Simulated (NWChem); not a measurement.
SrCl, doublet; SMILES [Cl][Sr]

```xyz
2

Sr     0.0000     0.0000    -0.8009
Cl     0.0000     0.0000     1.7902
```
Atoms are numbered in this order, from 1.

Program: NWChem. Spin-unrestricted. Medium grid unless said otherwise, to which SCAN and Minnesota functionals are sensitive. The geometry was optimised at PBE0/def2-SVP, spin-unrestricted. The spin multiplicity was typed, not searched, and may not be the lowest. No stability test was run on the SCF state. def2 effective core potentials on Sr; no spin-orbit coupling.

Q: Among these, which level gives the lowest value of “dipole (D)”?
(A) KT2/def2-SVP
(B) PBE/def2-SVP
(C) B3LYP/def2-SVP
(D) B97-2/def2-SVP

A: D, B97-2/def2-SVP. Values: B97-2/def2-SVP 4.18; PBE/def2-SVP 4.39; KT2/def2-SVP 4.58; B3LYP/def2-SVP 4.69
